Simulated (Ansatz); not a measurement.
`C[SiH](Cl)Cl` → `[CH2]` (triplet) + `Cl[SiH2]Cl` at 700 K and 1 bar (formal loss of a carbene).

Program: Ansatz. Geometries: PBE0-D4/def2-TZVP. ΔE: electronic, gas phase. CBS: MP2 limit from def2 TZ/QZ plus the TZ coupled-cluster correction, frozen cores. This one scheme is used for every species. Triplets are unrestricted, without spin–orbit coupling.

```json
{"species": "`C[SiH](Cl)Cl`", "CCSD(T)/CBS energy (Eh)": "-1249.21450", "H − E (kJ/mol)": "192.8", "S (J/(mol·K))": "424.0"}
{"species": "`[CH2]` (triplet)", "CCSD(T)/CBS energy (Eh)": "-39.09499", "H − E (kJ/mol)": "70.4", "S (J/(mol·K))": "226.8"}
{"species": "`Cl[SiH2]Cl`", "CCSD(T)/CBS energy (Eh)": "-1209.93203", "H − E (kJ/mol)": "98.0", "S (J/(mol·K))": "351.1"}
```

H − E and S are ideal-gas, rigid-rotor, harmonic terms from PBE0-D4/def2-TZVP, with the whole ground term of open shells counted as degenerate. 1 Eh = 2625.50 kJ/mol, R = 8.31446 J/(mol·K).

Task: By hand: ΔE, ΔH, ΔS and ΔG.

Result: ΔE = (-39.09499) + (-1209.93203) − (-1249.21450) = 0.18748 Eh = 492.2 kJ/mol. Δ(H − E) = 70.4 + 98.0 − 192.8 = -24.4, so ΔH = 467.8 kJ/mol. ΔS = 226.8 + 351.1 − 424.0 = 153.9 J/(mol·K). ΔG = 467.8 − 700 × (153.9)/1000 = 360.1 kJ/mol.

Task: By hand: the equilibrium constant, and the temperature at which ΔG would vanish if ΔH and ΔS stayed fixed.

Result: log₁₀ K = −ΔG/(RT ln 10) = -26.9. ΔG = 0 at ΔH/ΔS = 3040 K, far beyond where these terms or the molecules hold.

The number of gas molecules changes by +1, which sets the sign of ΔS. A doubt of 5 kJ/mol in ΔE shifts log₁₀ K by 0.4 here. A triplet takes part, so the spin changes. These are equilibria of isolated gas molecules and say nothing of rates. Largest T1 diagnostic: 0.011 (customary marks: 0.02 for closed shells, 0.045 for open ones).
